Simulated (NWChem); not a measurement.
System meant: LaCl2F; SMILES [La]([Cl])([F])[Cl]

NWChem input:

```
start job
memory heap 200 mb stack 900 mb global 1100 mb
geometry units angstroms noautoz
  La    -0.096816     0.176114     0.000000
  F     -1.679073     1.583850     0.000000
  Cl     1.194124    -0.121636     2.256759
  Cl     1.194124    -0.121636    -2.256759
end
basis spherical
  La library def2-svp
  F library def2-svp
  Cl library def2-svp
end
dft
  xc pbe0
  iterations 150
  mulliken
end
task dft energy
```

End of the output:

```
             Grid Information
             ----------------
          Grid used for XC integration:  medium
          Radial quadrature: Mura-Knowles
          Angular quadrature: Lebedev.
          Tag              B.-S. Rad. Rad. Pts. Rad. Cut. Ang. Pts.
          ---              ---------- --------- --------- ---------
          La                  1.95      123          11.0       590
          F                   0.50       49          10.0       434
          Cl                  1.00       88          11.0       590
          Grid pruning is: on
          Number of quadrature shells:   260
          Spatial weights used:  Erf1

          Convergence Information
          -----------------------
          Convergence aids based upon iterative change in
          total energy or number of iterations.
          Levelshifting, if invoked, occurs when the
          HOMO/LUMO gap drops below (HL_TOL):  1.00D-02
          DIIS, if invoked, will attempt to extrapolate
          using up to (NFOCK): 10 stored Fock matrices.

                    Damping( 0%)  Levelshifting(0.5)       DIIS
                  --------------- ------------------- ---------------
          dE  on:    start            ASAP                start
          dE off:    2 iters        150 iters           150 iters

      Screening Tolerance Information
      -------------------------------
          Density screening/tol_rho:  1.00D-10
          AO Gaussian exp screening on grid/accAOfunc:  14
          CD Gaussian exp screening on grid/accCDfunc:  20
          XC Gaussian exp screening on grid/accXCfunc:  20
          Schwarz screening/accCoul:  1.00D-08

      Superposition of Atomic Density Guess
      -------------------------------------

      charge =      57.0 La (Lanthanum)

      symmetry species            s     p     d     f
      number of basis functions = 7     6     5
      number of cont. functions = 6     3     2
      number of closed shells   = 6     4     2
      number of open shells     = 0     0     1
      open shell occupation     = 0     0     1
 ------------------------------------------------------------------------
 atomscf:atomd: error in atom scf                   0
 ------------------------------------------------------------------------
 ------------------------------------------------------------------------
  current input line :
    19: task dft energy
 ------------------------------------------------------------------------
 ------------------------------------------------------------------------
 This error has not yet been assigned to a category
 ------------------------------------------------------------------------
 For more information see the NWChem manual at https://nwchemgit.github.io

0:atomscf:atomd: error in atom scf:Received an Error in Communication
```

**Question.** Can this run be used? If not, why, and what is the fix?

**Answer.** The run crashed. Cause: the def2 basis of a heavy element holds valence functions alone and wants its effective core potential (without it all electrons must fit into that basis). This input runs:
```
start job
memory heap 200 mb stack 900 mb global 1100 mb
geometry units angstroms noautoz
  La    -0.096816     0.176114     0.000000
  F     -1.679073     1.583850     0.000000
  Cl     1.194124    -0.121636     2.256759
  Cl     1.194124    -0.121636    -2.256759
end
basis spherical
  * library def2-svp
end
ecp
  La library def2-ecp
end
dft
  xc pbe0
  iterations 150
  mulliken
end
task dft energy
```
It converges to -1051.32436 Ha (PBE0/def2-SVP with def2 effective core potentials on La).
